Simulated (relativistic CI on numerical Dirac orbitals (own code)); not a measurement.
# Sn²⁰⁺: computed level list

Computed by Dirac-Coulomb-Breit CI, KLI orbitals optimised for each configuration, a model potential for QED, unscaled Slater integrals (own radial code, finite nucleus).

Configurations in the expansion (outside the closed core [Ar] 3d10): 4s2, 4s 4p, 4p2, 4s 4d, 4d2, 4s 4f, 4p 4d, 4f2, 4p 4f, 4d 4f, 4s 5s, 4s 5p, 4s 5d, 4s 5f, 4s 5g, 4s 6s. Levels of other configurations are missing.

```
No.  Configuration  Term  J   E (eV)    %  Next component (%)  Landé g  Lifetime (s)
  1            4s2    1S  0    0.000   99            1 4p2 1S                       
  2          4s 4p   3P°  0   38.432  100                                           
  3          4s 4p   3P°  1   40.716   92               7 1P°    1.462      6.70e-10
  4          4s 4p   3P°  2   49.784  100                        1.499      2.02e-04
  5          4s 4p   1P°  1   61.041   91               7 3P°    1.036      1.44e-11
  6            4p2    3P  0   89.841   82               17 1S               2.41e-11
  7            4p2    3P  1   98.457  100                        1.500      1.72e-11
  8            4p2    1D  2   98.886   60               34 3P    1.169      3.43e-11
  9            4p2    3P  2  109.554   65               29 1D    1.327      1.80e-11
 10            4p2    1S  0  117.492   81               18 3P               1.40e-11
 11          4s 4d    3D  1  126.764  100                        0.498      6.99e-12
 12          4s 4d    3D  2  127.510   99                1 1D    1.164      7.42e-12
 13          4s 4d    3D  3  128.869  100                        1.333      9.02e-12
 14          4s 4d    1D  2  137.425   87           10 4p2 1D    1.002      5.64e-12
 15          4p 4d   3F°  2  167.381   81              16 1D°    0.730      4.86e-11
 16          4p 4d   3F°  3  172.314   85               8 3D°    1.098      3.29e-11
 17          4p 4d   3P°  2  174.379   39              35 1D°    1.204      9.55e-12
 18          4p 4d   3D°  1  176.221   63              24 3P°    0.807      4.98e-12
 19          4p 4d   3F°  4  180.244   98         2 4s 4f 3F°    1.249      5.65e-11
 20          4p 4d   1D°  2  182.119   43              32 3D°    1.081      6.97e-12
 21          4p 4d   3P°  0  184.686  100                                   6.33e-12
 22          4p 4d   3D°  3  184.893   67              17 1F°    1.233      5.07e-12
 23          4p 4d   3P°  1  185.141   70              29 3D°    1.207      5.69e-12
 24          4p 4d   3P°  2  186.148   47              47 3D°    1.314      5.93e-12
 25          4p 4d   1F°  3  190.165   60              25 3D°    1.081      5.44e-12
 26          4p 4d   1P°  1  194.649   85               8 3D°    0.982      6.09e-12
 27          4s 4f   3F°  2  208.291   99         1 4p 4d 3F°    0.665      7.04e-12
 28          4s 4f   3F°  3  208.428   99         1 4p 4d 3F°    1.082      7.08e-12
 29          4s 4f   3F°  4  208.622   98         2 4p 4d 3F°    1.249      7.12e-12
 30          4s 4f   1F°  3  216.036   82        17 4p 4d 1F°    1.000      4.75e-12
```

Energies count from the lowest computed level; ° marks odd parity; lifetimes are radiative, by E1, M1, E2, M2 decay to levels of this space only; some are left blank where a channel outside the calculation adds to the decay or the decay crosses a small, uncertain gap.

The mean weight of the leading LS term, summed over parents, in these 30 levels is 82 %, and that of the leading jj configuration (from the same eigenvectors) 85 %.

At this charge energies of transitions that change n are usually good to better than 1 %, and those within a shell (Δn = 0) to a few per cent.

LS names give the leading component of a level, which can be under half, so a name can repeat, a term be missing and a line seem to break the LS rules.
